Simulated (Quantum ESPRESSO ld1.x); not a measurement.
Question: Neutral holmium, 67 electrons, occupied as [Xe] 4f11 6s1 7s1 (not the ground configuration). Calculated with ld1.x of Quantum ESPRESSO 7.5: scalar-relativistic Kohn-Sham, LDA (Slater exchange, Perdew-Wang correlation), spin-polarised, spherical densities, point nucleus; open shells are filled with parallel spins first. Some entries of the table are withheld. Estimate them.

orbital  occ.  eigenvalue (hartree)  r(max) (bohr)
1s up       1              -2037.88          0.013
1s down     1              -2037.88          0.013
2s up       1              -341.006          0.075
2s down     1              -341.004          0.075
2p up       3              -302.232          0.060
2p down     3              -302.230          0.060
3s up       1              -76.2528          0.211
3s down     1              -76.2065          0.211
3p up       3              -64.4054          0.207
3p down     3              -64.3594          0.207
3d up       5              -49.3410          0.170
3d down     5              -49.3051          0.170
4s up       1              -15.1760          0.484
4s down     1              -15.0806          0.484
4p up       3              -11.2748          0.504
4p down     3              -11.1809          0.504
4d up       5              -6.00564          0.525
4d down     5              -5.91387          0.525
5s up       1              -2.00339           1.13
5s down     1              -1.95621           1.13
5p up       3              -1.09695           1.29
5p down     3              -1.05970           1.30
4f up       7              -0.28151            (1)
6s up       1                   (2)           3.17
6s down     0                   (3)           3.17
4f down     4              -0.20153            (4)
7s up       1              -0.05184           8.89
7s down     0              -0.03805           9.35

Answer: 
(1) 4f up r(max) (bohr): 0.525
(2) 6s up eigenvalue (hartree): -0.24021
(3) 6s down eigenvalue (hartree): -0.20673
(4) 4f down r(max) (bohr): 0.525
